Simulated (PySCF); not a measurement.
Stepwise substitution at one centre (Ge CH3-OCH3). Isolated molecules, 0 K electronic values unless said otherwise. One relaxed conformer stands for each flexible species; it need not be the lowest. Strings in code marks are SMILES.

These are PBE-D3(BJ)/def2-TZVP // B3LYP-D3(BJ)/def2-SVP (PySCF) values and carry that method's errors. Excitations are Tamm–Dancoff values on a coarser integration grid. The basis has no diffuse functions, so Rydberg states are missing or too high.

```csv
species,S1 excitation (TDA) (eV),S1–T1 gap (TDA) (eV),S1 oscillator strength
0 of 4 CH3 replaced by OCH3 (`[CH3][Ge]([CH3])([CH3])[CH3]`),6.95,–,0.045
1 of 4 CH3 replaced by OCH3 (`C[O][Ge]([CH3])([CH3])[CH3]` (C–O–Ge–C torsion 60°)),5.75,0.10,0.007
"2 of 4 CH3 replaced by OCH3 (`C[O][Ge]([O]C)([CH3])[CH3]` (C–O–Ge–O torsion -55°, O–Ge–O–C torsion 169°))",5.88,0.19,0.014
3 of 4 CH3 replaced by OCH3,5.84,0.22,0.004
4 of 4 CH3 replaced by OCH3 (`C[O][Ge]([O]C)([O]C)[O]C`),5.69,0.32,0.011
```
